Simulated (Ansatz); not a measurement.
```yaml
crystal:
  periodic: [false, false, false]
  atoms:
    - {symbol: C, position_ang: [-0.805156, -0.184325, 1.092753]}
    - {symbol: Ta, position_ang: [0.105017, 0.209813, -0.801453]}
    - {symbol: O, position_ang: [1.916421, 0.554637, -0.440018]}
    - {symbol: F, position_ang: [-0.805829, 1.650154, -1.576249]}
    - {symbol: S, position_ang: [-0.138054, -1.618545, -1.923331]}
    - {symbol: H, position_ang: [-1.868958, -0.407729, 0.966381]}
    - {symbol: H, position_ang: [-0.340218, -1.040905, 1.588224]}
    - {symbol: H, position_ang: [-0.702253, 0.694649, 1.740521]}
    - {symbol: H, position_ang: [2.727629, 0.095850, -0.663927]}
basis:
  gaussian: {orbitals: def2-mTZVPP}
hamiltonian: {xc: {name: B3LYP}}
```

```sh
$ ansatz run in.yaml --threads 2 --pin off --events-out ev --progress --plain --max-ram 32768MiB --backend cpu
```

It prints (some lines left out):

```
Functional definition: B3LYP
1334 factors; their error is unknown
mean field evaluation 1: about -18248.3927 eV, gradient 8.6e1 eV
mean field evaluation 2: about -18189.1163 eV, gradient 2.0e2 eV
mean field evaluation 4: about -18260.6696 eV, gradient 2.2e1 eV
mean field evaluation 8: about -18261.9645 eV, gradient 3.6e-1 eV
mean field evaluation 16: about -18262.0292 eV, gradient 1.1e-4 eV
mean field -18262.02917299 eV, -671.1171936593 hartree, gradient 3.5e-5 eV, S^2 0.000000; 0 other end points of the search recorded, 0 dependent functions left out
reference -18262.02942466 eV, -671.1172029079 hartree; 28, 28 occupied and 122, 122 virtual orbitals, 1334 factors
Total energy: -18262.02942466 eV, -671.1172029079 hartree
```

Run time 3.4 s (2 threads of a server CPU on a shared host); peak host memory 0.44 GiB.
